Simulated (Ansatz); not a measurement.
CH6N2OSi can be A, `NC1(N)O[SiH2]1`, or B, `N[Si]1(O)CN1`.

Program: Ansatz. Geometries: PBE0-D4/def2-TZVP. ΔE: electronic, gas phase. CCSD(T)/CBS adds triple-zeta CCSD(T) − MP2 to the extrapolated MP2 energy (def2 sets, frozen cores). Functionals use def2-TZVPP. B3LYP here is the variant with VWN-RPA as its local correlation; programs differ in this. One conformer a species, not always the lowest.

**Question.** Which isomer does CCSD(T)/CBS put lower? Give the gap. (An estimate is asked.)

**Answer.** Computed: B, by 228.0 kJ/mol.

**Question.** Give E(B) − E(A) in kJ/mol with B3LYP, B3LYP-D4, PBE-D4, B2PLYP, CCSD/def2-TZVPP, r2SCAN-D4, MP2/def2-TZVPP. (An estimate is asked.)

**Answer.** Ansatz gave: B3LYP -218.3, B3LYP-D4 -218.0, PBE-D4 -199.0, B2PLYP -224.0, CCSD/def2-TZVPP -228.8, r2SCAN-D4 -218.6, MP2/def2-TZVPP -232.8. None reverses the order clearly.

Largest T1 diagnostic: 0.013.

In def2-TZVPP, CCSD(T) changes the Hartree–Fock value by +16.3 kJ/mol (the triples alone add +5.6 kJ/mol) and MP2 by +6.6 kJ/mol. From PBE to PBE0 (25 % exact exchange), in def2-TZVPP and without D4, E(B) − E(A) moves by −15.4 kJ/mol.
